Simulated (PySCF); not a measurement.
Dipole moment and polarisability of `Cl[C@@H]1[C@@H]2C=CC[C@H]12`

Compound: C6H7Cl.
Geometry (PBE0-D3(BJ)/def2-SVP, Å), atoms numbered from 1 in this order:
```xyz
14
C6H7Cl angstrom
Cl     2.090    0.731    3.153
C      2.447    0.533    1.443
C      1.601    1.140    0.355
C      0.220    1.551    0.721
C     -0.512    0.509    1.130
C      0.254   -0.784    1.056
C      1.636   -0.369    0.574
H      3.526    0.534    1.276
H      2.125    1.638   -0.466
H     -0.114    2.590    0.695
H     -1.532    0.572    1.516
H     -0.215   -1.502    0.362
H      0.304   -1.279    2.043
H      2.181   -1.036   -0.098
```

Level: CAM-B3LYP/def2-SVPD (PySCF), static field, nuclei fixed, core orbitals frozen in the response. The polarisability tensor in these axes (au):

```
x   78.35  3.60  1.75
y    3.60 75.67 -0.60
z    1.75 -0.60 75.60
```

**Question.** Diagonalise the tensor; give its mean and Δα, where Δα² is half the sum of the squared differences of the eigenvalues.

**Answer.** Principal values 72.43, 76.10 and 81.08 au; mean 76.54 au = 11.34 Å³ = 12.62 × 10⁻⁴⁰ C²·m²/J; Δα = 7.52 au (10 % of the mean).

**Question.** What is the dipole moment, and where does it point?

**Answer.** (-0.04, -0.50, -1.88) D, 1.95 D in size, pointing from the negative to the positive side. Measured along this direction, the outermost atoms are Cl1 at the negative end and H14 at the positive end.

**Question.** Along which axes do the principal values lie, and how far do the nuclei extend along each?

**Answer.** Largest value along (0.82, 0.53, 0.21), where the nuclei span 4.35 Å; middle along (0.09, -0.48, 0.87), 3.59 Å; least along (-0.56, 0.70, 0.44), 4.18 Å. The strongest response lies along the longest span, while the other two are in reverse order.

**Question.** Molar refractivity from α?

**Answer.** Lorentz–Lorenz: R = (4π/3)N_A α = 2.5225 cm³/(mol·Å³) × 11.34 Å³ = 28.6 cm³/mol, in the limit of long wavelengths.

**Question.** Refractivity n − 1 of an ideal gas of it at 273.15 K and 1 atm, from the electronic α?

**Answer.** N = p/kT = 2.6868 × 10¹⁹ cm⁻³, so n − 1 = 2π × N × 11.34 × 10⁻²⁴ cm³ = 1915 × 10⁻⁶ at long wavelengths, for an ideal gas.

**Question.** Traceless (Buckingham) quadrupole moment about the centre of nuclear charge: eigenvalues?

**Answer.** -6.86, 1.36, 5.50 D·Å. The values depend on the origin, since the dipole doesn't vanish. The electronic extent ⟨r²⟩ about the same centre is 773 bohr², a root-mean-square distance of 1.90 Å for the 60 electrons.

**Question.** Form Σ f/ω² (atomic units) for the 10 lowest TDDFT singlets, given as eV and f, and set it beside the mean polarisability, which is this sum over all singlets: 6.37, 0.1188; 6.62, 0.0216; 7.01, 0.0076; 7.26, 0.0152; 7.33, 0.0090; 7.51, 0.0068; 7.58, 0.0271; 7.66, 0.0046; 7.82, 0.0227; 7.88, 0.0022.

**Answer.** They add up to 3.78 au, 4.9 % of the 76.54 au; the largest single term is 2.17 au, from the state at 6.37 eV. Terms in order: 2.17, 0.36, 0.11, 0.21, 0.12, 0.09, 0.35, 0.06, 0.27, 0.03 au. Higher excitations give the rest. The strengths listed sum to 0.236.

Isolated species at its PBE0-D3(BJ)/def2-SVP geometry, gas phase.
